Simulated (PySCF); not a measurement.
## Calcium: a sound run and one with changed settings

Sound run: Ca [Ar] 4s2, Ca⁺ [Ar] 4s1. All numbers are calculated (PySCF 2.14, scalar relativity by spin-free X2C-1e, in aug-cc-pVDZ-X2C). The sound run starts from symmetry-adapted Hartree-Fock orbitals and uses a fine grid where one is needed.

Changed run: radial step 1.2 in ln r (0.13 in the sound run). This setting is unsound on purpose.

```tsv
species	method	sound run (hartree)	changed run (hartree)	converged
Ca	UHF	-679.62922	-679.62922	yes
Ca	PBE	-680.22992	-682.33681	yes
Ca	M06-L	-680.41559	-682.24329	no
Ca⁺	UHF	-679.44009	-679.44009	yes
Ca⁺	PBE	-680.00459	-682.08597	yes
Ca⁺	M06-L	-680.18971	-681.99477	yes
```

Ionisation energy of Ca:

| method | sound run (eV) | changed run (eV) |
| --- | --- | --- |
| UHF | 5.147 | 5.147 |
| PBE | 6.131 | 6.826 |

A coarse radial grid mis-integrates the density and the exchange-correlation energy, with errors of either sign; Hartree-Fock needs no grid.

For comparison, NIST gives 6.113 eV between the lowest levels.
